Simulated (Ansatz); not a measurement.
`BrBB1C=C1`. Total charge 0; spin multiplicity 1.

```xyz
8

Br    0.852    1.944   -2.151
B    -0.173    0.430   -1.585
B    -0.061   -0.065   -0.029
C     0.536   -0.863    1.066
C    -0.471   -0.058    1.393
H    -0.847   -0.070   -2.432
H     1.227   -1.573    1.497
H    -1.062    0.256    2.242
```

(1) What are the harmonic wavenumbers in cm⁻¹ at PBE0-D4/def2-TZVP (Ansatz, finite differences of forces, unscaled)? (Estimate.)

(2) Is this a minimum?

(3) Give the ideal-gas thermochemistry at 298.15 K and 1 bar (rigid rotor, harmonic oscillator; point group Cs, symmetry number 1).

(4) Rotational constants (cm⁻¹)?

Results:

(1) Ansatz gave: 97, 114, 213, 375, 609, 754, 761, 787, 910, 923, 999, 1024, 1140, 1330, 1642, 2650, 3229, 3256.

(2) Yes, all 18 modes are real.

(3) Zero-point energy 124.5 kJ/mol; H(298) − E = 142.2 kJ/mol; entropy 330.9 J/(mol·K), of which translation 169.4, rotation 113.5, vibration 48.0; G(298) − E = 43.5 kJ/mol. Modes under 100 cm⁻¹ are hindered rotations or soft bends, so the harmonic entropy is rough.

(4) 0.4782, 0.04072, 0.04026.
